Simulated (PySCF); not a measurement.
**Correlation energy of Hf+ (hafnium, charge +1)**

Starting occupation: [Xe] 4f14 5d1 6s1 6p1, 5d5/2 with m_j = +5/2, 6s1/2 with m_j = +1/2, 6p3/2 with m_j = +3/2. All numbers are calculated (PySCF 2.14, X2C-1e with screened-nucleus spin-orbit coupling, Gaussian nucleus, in x2c-TZVPall-2c with one added diffuse shell each of s, p, d type (12s12p11d2f, 117 functions)). Frozen: [Kr] 4d10 4f14; 11 electrons correlated; the 34 highest virtual spinors left out.

MP2 pair energies summed by pair of shells (mhartree):

```
 pair  energy  share (%)
5p-5p  -97.86       58.6
5p-5s  -16.10        9.6
5d-5p  -15.88        9.5
5p-6s  -15.22        9.1
5p-6p   -6.86        4.1
5s-5s   -4.91        2.9
5d-6s   -3.20        1.9
6p-6s   -2.16        1.3
5d-6p   -1.80        1.1
5d-5s   -1.74        1.0
5s-6s   -0.95        0.6
5s-6p   -0.46        0.3
```

Total MP2 correlation energy: -167.12 mhartree.

The GHF reference relaxed away from the jj start to a determinant that is no pure jj level (⟨S²⟩ = 3.86, ⟨J²⟩ = 24.86); the energies belong to that determinant.

This basis was not built for core-valence correlation, so the inner-shell part is incomplete.
